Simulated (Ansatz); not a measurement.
The cluster GeO4H4, relaxed as a singlet with RKS PBE-D4/def2-SVP in Ansatz, starting from the GFN1-xTB geometry. Force threshold 0.02 eV/Å.

The structure holds 2 bonds between oxygen atoms, so isomers without such links may lie far lower. The restricted singlet is unstable towards broken spin symmetry in Hartree–Fock (as tested in another run); at PBE-D4/def2-SVP this wasn't settled. Another isomer (singlet) lies 3.31 eV lower at PBE0-D4/def2-TZVP; other spin states weren't run for this one.

Start:

Cartesian coordinates in Å:
```
Ge 0.868 0.111 -0.635
O -0.117 -1.335 -0.294
O -1.052 1.467 0.778
O 0.330 1.296 0.625
O -1.539 0.440 1.580
H 0.576 0.589 -2.001
H 2.287 -0.076 -0.290
H 0.052 -2.133 -0.794
H -1.406 -0.361 1.032
```

Q: Estimate the energy that the relaxation releases and the steps that it takes.

A: 0.39 eV, in 13 steps; 13 s on 4 threads of Arm Neoverse V2 on a shared host. No frequencies were taken in this run, so the end may be a saddle point.

Q: Does the start keep its bonding?

A: By distances, no bond broke or formed. The bond that changes most is O3–O4, from 1.40 to 1.51 Å (atoms count from 1).

Q: Predict the relaxed structure.

A: 
Cartesian coordinates in Å:
```
Ge 0.945 0.154 -0.549
O 0.003 -1.333 -0.065
O -1.130 1.239 0.516
O 0.368 1.409 0.632
O -1.526 0.328 1.495
H 0.567 0.491 -2.015
H 2.451 -0.039 -0.253
H -0.452 -1.718 -0.838
H -1.226 -0.531 1.076
```
Bond lengths: 2 × Ge–O 1.82 to 1.83 Å; 2 × O–O 1.40 to 1.51 Å; 2 × Ge–H 1.55 Å; 2 × H–O 0.98 to 1.00 Å.
